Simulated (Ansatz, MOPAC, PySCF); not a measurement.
Molecule: N-silylmethanamine, CH7NSi (charge 0, singlet). SMILES: CN[SiH3]
Structure (B3LYP-D3(BJ)/def2-TZVP (Ansatz, an electronic-structure program) minimum search):
```
N
H 1 1.0081
C 1 1.4559 2 113.51
H 3 1.0921 1 109.42 2 169.54
H 3 1.0923 4 107.16 1 120.13
H 3 1.0971 4 107.53 5 116.04
Si 1 1.7195 2 117.75 3 -155.24
H 7 1.4811 1 107.37 2 -32.05
H 7 1.4832 8 110.95 1 118.64
H 7 1.4910 8 108.09 9 116.54
```

Unscaled harmonic wavenumbers (cm⁻¹) in rising order, each level at the stationary point that it reaches from this structure (no distance between atoms moves by over 0.3 Å); the order of modes can differ between levels, and a negative number is imaginary. B3LYP-D3(BJ)/def2-TZVP (PySCF, at the structure above): 129, 134, 243, 415, 687, 703, 799, 928, 975, 1001, 1109, 1127, 1147, 1411, 1469, 1494, 1521, 2166, 2217, 2232, 2982, 3047, 3082, 3588.

PM7 (MOPAC): 121, 151, 287, 549, 661, 680, 803, 831, 857, 877, 1102, 1148, 1210, 1291, 1301, 1416, 1465, 2296, 2311, 2315, 2637, 2643, 2745, 2754. Zero-point energy 46.4 against 49.5 kcal/mol; where all levels lie over 400 cm⁻¹, the wavenumbers are on average 0.964 times those of B3LYP-D3(BJ)/def2-TZVP.

HF/3-21G (Ansatz): 101, 115, 299, 467, 724, 776, 844, 985, 1054, 1099, 1185, 1231, 1250, 1562, 1624, 1677, 1702, 2233, 2264, 2280, 3164, 3213, 3239, 3781. Zero-point energy 52.7 against 49.5 kcal/mol; where all levels lie over 400 cm⁻¹, the wavenumbers are on average 1.075 times those of B3LYP-D3(BJ)/def2-TZVP.

HF/6-31G* (Ansatz): 126, 133, 266, 441, 732, 769, 846, 1016, 1069, 1095, 1199, 1229, 1254, 1560, 1617, 1643, 1669, 2326, 2373, 2383, 3177, 3237, 3269, 3823. Zero-point energy 53.3 against 49.5 kcal/mol; where all levels lie over 400 cm⁻¹, the wavenumbers are on average 1.081 times those of B3LYP-D3(BJ)/def2-TZVP.

B3LYP/6-31G* (Ansatz): 135, 145, 246, 449, 688, 702, 794, 917, 984, 1012, 1117, 1141, 1158, 1428, 1492, 1522, 1548, 2182, 2241, 2252, 2997, 3067, 3107, 3575. Zero-point energy 49.9 against 49.5 kcal/mol; where all levels lie over 400 cm⁻¹, the wavenumbers are on average 1.011 times those of B3LYP-D3(BJ)/def2-TZVP.
